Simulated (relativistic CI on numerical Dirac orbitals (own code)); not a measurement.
Method of calculation: Dirac-Coulomb-Breit CI, separate exchange-only KLI orbitals for each configuration, QED by a radiative potential, unscaled Slater integrals (own radial code, finite nucleus).

Configurations in the expansion (outside the closed core [Ne]): 3s², 3s3p, 3p², 3s3d, 3d², 3p3d, 3p4s, 3d4s, 3s4s, 3s4p, 3s4d, 3s4f, 3s5s, 3s5p, 3s5d, 3s5f, 4s², 3s5g, 3s6s, 3s6p, 3s6d. Levels of other configurations are missing.

At this charge energies of transitions that change n are usually good to better than 1 %, and those within a shell (Δn = 0) to a few per cent.

Outline of the computed level scheme of Pr XLVIII. Lowest level of each configuration: 3s² ¹S0 at 0.00 eV; 3s3p ³P°0 at 98.39 eV; 3p² ³P0 at 237.06 eV; 3s3d ³D1 at 387.88 eV; 3p3d ³F°2 at 494.30 eV; 3d² ³F2 at 785.08 eV; 3s4s ³S1 at 1845.40 eV; 3s4p ³P°0 at 1897.15 eV; 3p4s ³P°0 at 1963.70 eV.

Some strong electric-dipole decays among the lowest 43 levels: 3s4s ¹S0 → 3s3p ¹P°1 (1.6e+13 s⁻¹); 3s4p ¹P°1 → 3s² ¹S0 (1.5e+13 s⁻¹); 3s4s ³S1 → 3s3p ³P°2 (1.2e+13 s⁻¹); 3s4p ³P°1 → 3s² ¹S0 (1.2e+13 s⁻¹); 3p4s ³P°1 → 3p² ¹D2 (6.1e+12 s⁻¹); 3s4s ³S1 → 3s3p ³P°1 (4.7e+12 s⁻¹); 3p4s ³P°1 → 3s² ¹S0 (4.0e+12 s⁻¹); 3s4s ¹S0 → 3s3p ³P°1 (3.4e+12 s⁻¹).

LS names give the leading component of a level, which can be under half, so a name can repeat, a term be missing and a line seem to break the LS rules.
